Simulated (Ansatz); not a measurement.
Job for Ansatz (a quantum-chemistry and plane-wave program): U-CCSD(T)/cc-pV(T+d)Z on H2OSi (SMILES O=[SiH2]), a point of a bond scan (R = 3.495 Å). Files ending in .json are basis or fitting sets from the Basis Set Exchange.

Ansatz 0.2 input:
```yaml
crystal:
  periodic: [false, false, false]
  atoms:
    - {symbol: O, position_ang: [2.82717420, -1.14719742, -0.19561796]}
    - {symbol: Si, position_ang: [-0.40448259, 0.16412904, 0.02798698]}
    - {symbol: H, position_ang: [-1.61806760, -0.53589800, -0.45149398]}
    - {symbol: H, position_ang: [-0.72386075, 1.48619463, 0.61353677]}
basis:
  gaussian:
    orbitals: cc-pV_T+d_Z.json
correlation: {method: ccsd_t, electrons: outside_noble_gas}
scf: {omitted_lower_state_checks: [cluster_reference]}
magnetization: {spin_polarized: true, initial_magnetization: 0}
```

The head of its log:

```
WARN ansatz: RAYON_NUM_THREADS=2 ignored (pool sized by the plan → 2); use --threads N
Functional definition: HF
these checks for a lower state are left out or cut short: cluster_reference
integrals: 0.15 GiB planned
570 factors; integrals over basis functions are off by at most 8.7e-4 eV
mean field: 0.18 GiB planned
mean field evaluation 1: about -9896.2550 eV, gradient 5.1e1 eV
mean field evaluation 2: about -9896.2539 eV, gradient 5.1e1 eV
mean field evaluation 4: about -9899.3036 eV, gradient 4.5e1 eV
mean field evaluation 8: about -9924.3336 eV, gradient 1.1e0 eV
mean field evaluation 16: about -9924.3484 eV, gradient 5.1e-6 eV
mean field evaluation 32: about -9926.9518 eV, gradient 9.7e-2 eV
mean field evaluation 64: about -9926.9264 eV, gradient 1.5e-2 eV
mean field evaluation 96: about -9926.9590 eV, gradient 1.3e-2 eV
mean field evaluation 128: about -9927.7075 eV, gradient 6.8e-2 eV
mean field evaluation 160: about -9927.6680 eV, gradient 1.1e0 eV
mean field evaluation 192: about -9927.6929 eV, gradient 1.1e-2 eV
mean field evaluation 224: about -9927.6991 eV, gradient 1.8e0 eV
mean field evaluation 256: about -9927.5644 eV, gradient 4.3e0 eV
mean field evaluation 288: about -9926.6520 eV, gradient 3.0e-2 eV
mean field evaluation 320: about -9926.6577 eV, gradient 2.3e-2 eV
mean field evaluation 352: about -9896.2549 eV, gradient 5.1e1 eV
mean field -9927.70753282 eV, -364.8365225892 hartree, gradient 7.9e-6 eV, S^2 2.000683; 23 other end points of the search recorded, 0 dependent functions left out
6 core orbitals not correlated
reference -9927.70753282 eV, -364.8365225892 hartree; 6, 6 occupied and 85, 85 virtual orbitals, 570 factors
```

Task: What total energy does the run end on?

Result: -365.1152 hartree (reference determinant -364.8365, T1 diagnostic 0.015). Its determinant has ⟨S²⟩ = 2.00, a mixture of spin states.
